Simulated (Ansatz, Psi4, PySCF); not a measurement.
C$_{3}$H$_{13}$NSi$_{3}$ (SMILES C[Si@@H]1CC[SiH2]N1[SiH3]), singlet, at the geometry of the source list. Base run: PySCF with MP2/STO-3G.

The PySCF input:
```python
from pyscf import gto, scf, mp

mol = gto.Mole()
mol.atom = '''
    C    -0.70110000    1.79570000    1.70080000
    Si   -0.39230000    0.79900000    0.17710000
    C    -1.83130000   -0.40600000   -0.17100000
    C    -1.22390000   -1.51280000   -1.04290000
    Si    0.59720000   -1.66000000   -0.52690000
    N     0.96340000   -0.22970000    0.33080000
    Si    2.38630000    0.48470000   -0.21760000
    H    -0.81840000    1.15370000    2.57950000
    H     0.12330000    2.48700000    1.90130000
    H    -1.61410000    2.39090000    1.60140000
    H    -0.25300000    1.67020000   -1.01530000
    H    -2.18590000   -0.81870000    0.78100000
    H    -2.67300000    0.08530000   -0.66830000
    H    -1.26560000   -1.22610000   -2.10080000
    H    -1.76660000   -2.45600000   -0.92820000
    H     1.43940000   -1.86550000   -1.73020000
    H     0.75930000   -2.79140000    0.41300000
    H     2.29420000    0.82720000   -1.65840000
    H     3.51960000   -0.44340000    0.00710000
    H     2.64250000    1.71600000    0.56750000
'''
mol.basis = 'sto-3g'
mol.verbose = 4
mol.build()

mf = scf.RHF(mol)
mf.kernel()

pt = mp.MP2(mf)
pt.kernel()
print('E(MP2) = %.10f' % pt.e_tot)
```

The same geometry, method and basis name were run in Ansatz (a first-principles code) and Psi4 and PySCF, at each program's defaults and at the settings that a row names. The base is PySCF at its defaults. Differences at the defaults can come from grids, fitting, cores and function types together.

```tsv
code and settings	ΔE vs base (mEh)	basis functions	E (Eh)	SCF cycles
PySCF, defaults (exact integrals, spherical functions, all electrons correlated)	0.000	60	-1030.78462	9
Psi4, defaults (density fitting with its default set, spherical functions, all electrons correlated)	(withheld)	60	(withheld)	10
Ansatz, defaults (factorised integrals, spherical functions, frozen core)	12.937	60	-1030.77168	-
PySCF, frozen core	12.900	60	-1030.77172	9
Psi4, exact integrals, spherical functions, frozen core	12.900	60	-1030.77172	10
Ansatz, high accuracy, frozen core	12.900	60	-1030.77172	-
```

Some entries are withheld; supply them.


- Psi4, defaults (density fitting with its default set, spherical functions, all electrons correlated), ΔE vs base (mEh): -1.229
- Psi4, defaults (density fitting with its default set, spherical functions, all electrons correlated), E (Eh): -1030.78585
